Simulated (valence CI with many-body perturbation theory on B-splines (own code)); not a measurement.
## E1 transitions of Pt⁴⁵⁺

Computed by relativistic CI+MBPT: five valence electrons over a frozen Dirac-Fock core [Ar] 3d10, a basis of 11 s, 11 p, 10 d, 8 f, 5 g, 2 h functions for each j, with the one-electron correlation potential Σ1, the two-electron term Σ2, the three-electron term Σ3, Breit, model QED; selected CI, second order for the rest, scaled by the run's own slope (own B-spline code, finite nucleus).

No measured spectrum was set against this ion. As an estimate, large intervals hold to a few tenths of a per cent, small ones and those within an open d or f shell to about a per cent. Among the levels kept, up to 2200 cm⁻¹ of a level comes from second order outside the variational space, and about a tenth of that is noise between levels of different J, which matters for small intervals.

Lines 51 to 100 of 562 in falling wavelength, among levels below 642.86 eV, chosen from the strongest by gf and those to the six lowest levels. Wavelengths and rates use the calculated energies. Electric multipoles are in the length gauge with retardation, E1 and E2 with the static RPA response of the core. Weak lines are less certain than strong ones. Lines between different terms over intervals too small for the method are left out, as are lines whose strength nearly cancels. The highest levels of a list are the least certain.

Levels are named by their leading jj configuration (3d3/2^4 stands for four electrons in 3d with j = 3/2), which in mixed levels can hold well under half, so a name can repeat and another be missing. Letters in brackets count levels of one name in rising energy.

```csv
λ vac (Å),Upper,Lower,A (s⁻¹),S (a.u.)
103.8,(4s 4p1/2^2 4d3/2 4d5/2) J=5/2 [b],(4s^2 4p1/2 4d3/2 4d5/2) J=7/2 [a],1.70e+10,5.62e-02
103.1,(4s 4p1/2 4p3/2^2 4d5/2) J=3/2 [e],(4s^2 4p3/2^2 4d5/2) J=5/2 [b],2.47e+10,5.35e-02
102.4,(4s 4p1/2^2 4p3/2^2) J=3/2,(4s^2 4p1/2 4p3/2^2) J=5/2,3.98e+10,8.45e-02
102.4,(4s 4p1/2 4p3/2^2 4d5/2) J=5/2 [b],(4s^2 4p3/2^2 4d5/2) J=7/2,1.44e+10,4.57e-02
102.4,(4s 4p1/2^2 4p3/2 4d3/2) J=3/2 [b],(4s^2 4p1/2 4p3/2 4d3/2) J=5/2 [a],2.01e+10,4.26e-02
101.8,(4p1/2^2 4p3/2^3) J=3/2,(4s 4p1/2 4p3/2^3) J=5/2,4.58e+10,9.54e-02
101.1,(4s 4p1/2^2 4p3/2 4f5/2) J=7/2 [b],(4s^2 4p1/2 4p3/2 4f5/2) J=9/2,2.31e+10,9.44e-02
100.4,(4s 4p1/2^2 4p3/2 4d5/2) J=7/2 [b],(4s^2 4p1/2 4p3/2 4d5/2) J=9/2,2.55e+10,1.02e-01
100.4,(4s 4p1/2 4p3/2^3) J=3/2 [b],(4s^2 4p3/2^3) J=3/2,2.46e+10,4.91e-02
99.54,(4s 4p1/2 4p3/2^2 4d5/2) J=7/2 [c],(4s^2 4p3/2^2 4d5/2) J=9/2,1.46e+10,5.69e-02
98.41,(4s 4p1/2^2 4p3/2 4d3/2) J=5/2 [b],(4s^2 4p1/2 4p3/2 4d3/2) J=7/2,3.68e+10,1.04e-01
98.25,(4s 4p1/2 4p3/2^2 4d5/2) J=9/2 [c],(4s^2 4p3/2^2 4d5/2) J=9/2,2.49e+10,1.16e-01
98.04,(4s 4p1/2^2 4p3/2 4f5/2) J=5/2 [b],(4s^2 4p1/2 4p3/2 4f5/2) J=7/2,1.73e+10,4.81e-02
97.70,(4s 4p1/2^2 4p3/2^2) J=3/2,(4s^2 4p1/2 4p3/2^2) J=3/2,1.36e+10,2.51e-02
97.43,(4s 4p1/2 4p3/2^2 4d5/2) J=7/2 [d],(4s^2 4p3/2^2 4d5/2) J=9/2,1.73e+10,6.33e-02
96.49,(4s 4p1/2 4p3/2^2 4d3/2) J=5/2 [f],(4s^2 4p3/2^2 4d3/2) J=7/2,1.99e+10,5.28e-02
80.11,(4s^2 4p1/2 4p3/2 4d3/2) J=3/2 [a],(4s^2 4p1/2 4p3/2^2) J=1/2,3.39e+09,3.45e-03
80.00,(4s^2 4p1/2 4p3/2 4d3/2) J=1/2 [a],(4s^2 4p1/2 4p3/2^2) J=1/2,2.92e+09,1.48e-03
76.69,(4s^2 4p1/2 4p3/2 4d3/2) J=5/2 [a],(4s^2 4p1/2 4p3/2^2) J=5/2,9.72e+09,1.30e-02
76.44,(4s^2 4p1/2 4p3/2 4d3/2) J=3/2 [a],(4s^2 4p1/2 4p3/2^2) J=5/2,1.06e+10,9.35e-03
73.96,(4s^2 4p1/2 4p3/2 4d3/2) J=7/2,(4s^2 4p1/2 4p3/2^2) J=5/2,8.87e+08,1.42e-03
73.77,(4s^2 4p1/2 4p3/2 4d3/2) J=3/2 [a],(4s^2 4p1/2 4p3/2^2) J=3/2,6.21e+09,4.92e-03
73.67,(4s^2 4p1/2 4p3/2 4d3/2) J=1/2 [a],(4s^2 4p1/2 4p3/2^2) J=3/2,7.35e+09,2.90e-03
73.66,(4s^2 4p1/2^2 4d3/2) J=3/2,(4s^2 4p1/2^2 4p3/2) J=3/2,1.92e+10,1.51e-02
73.65,(4s 4p1/2^2 4d3/2 4d5/2) J=7/2 [b],(4s 4p1/2^2 4p3/2 4d5/2) J=7/2 [a],2.37e+10,3.74e-02
72.57,(4s^2 4p1/2 4d3/2 4d5/2) J=9/2,(4s^2 4p1/2 4p3/2 4d5/2) J=9/2,1.78e+10,3.35e-02
69.86,(4s^2 4p1/2 4p3/2 4d3/2) J=3/2 [b],(4s^2 4p1/2 4p3/2^2) J=1/2,1.02e+09,6.85e-04
68.55,(4s 4p1/2^2 4d3/2 4d5/2) J=9/2,(4s 4p1/2^2 4p3/2 4d5/2) J=9/2,3.84e+10,6.10e-02
67.62,(4s^2 4p1/2 4p3/2 4d3/2) J=5/2 [b],(4s^2 4p1/2 4p3/2^2) J=5/2,2.97e+09,2.72e-03
67.06,(4s^2 4p1/2 4p3/2 4d3/2) J=3/2 [b],(4s^2 4p1/2 4p3/2^2) J=5/2,1.08e+09,6.41e-04
66.93,(4s^2 4p1/2 4p3/2 4d5/2) J=3/2 [a],(4s^2 4p1/2 4p3/2^2) J=1/2,1.21e+09,7.17e-04
66.83,(4s 4p1/2^2 4d3/2 4d5/2) J=7/2 [b],(4s 4p1/2^2 4p3/2 4d3/2) J=5/2 [b],3.42e+10,4.03e-02
66.70,(4s^2 4p1/2^2 4f5/2) J=5/2,(4s^2 4p1/2^2 4d5/2) J=5/2,8.75e+09,7.69e-03
65.92,(4s 4p1/2^2 4p3/2 4f7/2) J=7/2 [a],(4s 4p1/2^2 4p3/2 4d5/2) J=7/2 [a],2.50e+10,2.82e-02
65.90,(4s 4p1/2^2 4p3/2 4d5/2) J=3/2 [a],(4s 4p1/2^2 4p3/2^2) J=3/2,5.25e+10,2.97e-02
65.82,(4s^2 4p1/2 4p3/2 4d5/2) J=7/2 [a],(4s^2 4p1/2 4p3/2^2) J=5/2,9.37e+08,1.05e-03
65.52,(4s^2 4p1/2 4p3/2 4d3/2) J=5/2 [b],(4s^2 4p1/2 4p3/2^2) J=3/2,3.21e+09,2.68e-03
64.64,(4s^2 4p1/2 4p3/2 4d3/2) J=1/2 [b],(4s^2 4p1/2 4p3/2^2) J=3/2,1.24e+10,3.30e-03
64.35,(4s^2 4p1/2 4p3/2 4d5/2) J=3/2 [a],(4s^2 4p1/2 4p3/2^2) J=5/2,1.14e+10,5.99e-03
64.27,(4s 4p1/2^2 4p3/2 4d3/2) J=7/2,(4s^2 4p1/2^2 4d5/2) J=5/2,4.45e+10,4.66e-02
64.27,(4s 4p1/2^2 4p3/2 4f7/2) J=7/2 [b],(4s 4p1/2^2 4p3/2 4d5/2) J=7/2 [b],5.56e+10,5.83e-02
64.16,(4s 4p1/2^2 4p3/2 4d3/2) J=5/2 [a],(4s^2 4p1/2^2 4d5/2) J=5/2,8.25e+08,6.45e-04
64.04,(4s 4p1/2^2 4p3/2 4d3/2) J=3/2 [a],(4s^2 4p1/2^2 4d5/2) J=5/2,1.54e+09,7.97e-04
64.03,(4s 4p1/2^2 4p3/2 4f7/2) J=5/2,(4s 4p1/2^2 4p3/2 4d5/2) J=3/2 [a],5.43e+10,4.23e-02
63.89,(4s 4p1/2 4p3/2^2 4d5/2) J=3/2 [a],(4s 4p1/2 4p3/2^3) J=5/2,6.91e+10,3.56e-02
63.75,(4s^2 4p1/2 4d3/2 4d5/2) J=7/2 [a],(4s^2 4p1/2 4p3/2 4d3/2) J=7/2,4.61e+10,4.71e-02
63.52,(4s 4p1/2^2 4p3/2 4f7/2) J=7/2 [a],(4s 4p1/2^2 4p3/2 4d5/2) J=5/2 [a],5.56e+10,5.63e-02
63.49,(4s^2 4p3/2 4d5/2^2) J=5/2,(4s^2 4p3/2^2 4d5/2) J=7/2,5.93e+10,4.50e-02
63.42,(4s 4p1/2^2 4d3/2 4d5/2) J=1/2,(4s 4p1/2^2 4p3/2 4d3/2) J=1/2 [b],1.37e+11,3.46e-02
63.41,(4s^2 4p3/2 4d3/2 4d5/2) J=7/2 [b],(4s^2 4p3/2^2 4d3/2) J=7/2,4.40e+10,4.43e-02
```
